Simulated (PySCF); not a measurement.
Some computed properties have been withheld. Give your best values.

Compound: C₆H₁₁F.
Cartesian coordinates in Å at the GFN2-xTB level; atoms count from 1:
```
atom  x, y, z in Å
C1    -0.010   -0.782    1.988
C2     0.000   -0.351    0.736
C3     0.925   -0.932   -0.296
C4     1.935    0.090   -0.820
C5    -0.929    0.746    0.288
C6    -1.947    0.281   -0.752
F7    -1.386    0.210   -2.006
H8     0.648   -1.566    2.324
H9    -0.671   -0.367    2.731
H10    1.461   -1.775    0.144
H11    0.342   -1.308   -1.139
H12    2.465    0.560    0.006
H13    1.441    0.861   -1.404
H14    2.661   -0.403   -1.462
H15   -0.355    1.569   -0.144
H16   -1.481    1.129    1.148
H17   -2.331   -0.718   -0.522
H18   -2.777    0.990   -0.833
```

```tsv
property	level	value
point group of the GFN2-xTB geometry	GFN2-xTB	?
rotational constants A, B, C of the GFN2-xTB geometry	GFN2-xTB	3.124, 2.063, 1.438 GHz
dipole moment	PBE0/pcSseg-1	?
HOMO energy	PBE0/pcSseg-1	?
LUMO energy	PBE0/pcSseg-1	?
13C chemical shifts (computed TMS as zero) by class	GIAO PBE0/pcSseg-1	?
1H chemical shifts (computed TMS as zero) by class	GIAO PBE0/pcSseg-1	?
isotropic shieldings of nuclei other than C and H, by class	GIAO PBE0/pcSseg-1	?
```

Gas-phase values; electronic properties from PySCF, density fitting. The structure is a single GFN2-xTB conformer in the gas phase; no vibrational or solvent corrections. NMR classes are plain means over equivalent atoms (diastereotopic ones count apart unless rotation or inversion swaps them), as if these changed places fast; in this geometry the members of some classes differ.

Problem. What are the 1H chemical shifts (computed TMS as zero) by class?

Solution. 5.08 (H8), 4.91 (H9), 4.79 (H17/H18), 2.47 (H15/H16), 2.39 (H10/H11), 1.14 (H12/H13/H14) ppm.

Problem. The dipole moment?

Solution. 1.27 D.

Problem. The LUMO energy?

Solution. 0.45 eV.

Problem. Give the 13C chemical shifts (computed TMS as zero) by class.

Solution. 161.8 (C2), 116.5 (C1), 89.4 (C6), 40.4 (C5), 34.4 (C3), 15.7 (C4) ppm.

Problem. What is the point group of the GFN2-xTB geometry?

Solution. C1.

Problem. What are the isotropic shieldings of nuclei other than C and H, by class?

Solution. 414 (F7) ppm.

Problem. The HOMO energy?

Solution. -7.22 eV.

With B = h/(8π²I), that is 505.379 GHz u Å² over I, the principal moments of inertia are 161.8, 245.0 and 351.6 u Å² (most abundant isotopes). The rotational constants make it an asymmetric top with κ = (2B − A − C)/(A − C) = -0.26, nearer the prolate limit (−1). A dipole of 1.27 D is allowed in C1, and pure rotational transitions are dipole-allowed. The dipole matches unit charges of opposite sign 0.26 Å apart (1 e·Å = 4.8032 D).
